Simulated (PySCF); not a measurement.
Numbering as in the mapped SMILES `[OH:1][SiH:2]([OH:3])[SeH:4]`. Hydrogens are named by the atom that carries them.

Geometry: PBE0-D3(BJ)/def2-SVP; GIAO absolute shieldings from PySCF, gas phase, non-relativistic, averaged over equivalent atoms.

At PBE0/pcSseg-1 (119 basis functions, 8.5 s wall time on 1 thread of an Arm Neoverse V1, shared host):
```json
{"atoms": "O1/O3", "σ (ppm)": "259.0"}
{"atoms": "Si2", "σ (ppm)": "361.7"}
{"atoms": "Se4", "σ (ppm)": "2055.6"}
{"atoms": "H(Si2)", "σ (ppm)": "25.75"}
{"atoms": "H(O1)/H(O3)", "σ (ppm)": "29.41"}
{"atoms": "H(Se4)", "σ (ppm)": "30.51"}
```

Q: Predict the values at WP04/pcSseg-2 on the same geometry.

A: 
```json
{"atoms": "O1/O3", "σ at WP04/pcSseg-2": "251.7", "change": "-7.3"}
{"atoms": "Si2", "σ at WP04/pcSseg-2": "351.5", "change": "-10.2"}
{"atoms": "Se4", "σ at WP04/pcSseg-2": "1919.4", "change": "-136.2"}
{"atoms": "H(Si2)", "σ at WP04/pcSseg-2": "26.53", "change": "+0.78"}
{"atoms": "H(O1)/H(O3)", "σ at WP04/pcSseg-2": "29.75", "change": "+0.34"}
{"atoms": "H(Se4)", "σ at WP04/pcSseg-2": "31.38", "change": "+0.87"}
```

The largest change is at Se4 (selenium bonded to Si, H). Cost: 234 basis functions, 22 s wall time on 1 thread of an Arm Neoverse V1, shared host.

Relativistic effects, spin–orbit coupling among them, are left out; they matter for Se and for the light atoms bonded to it.
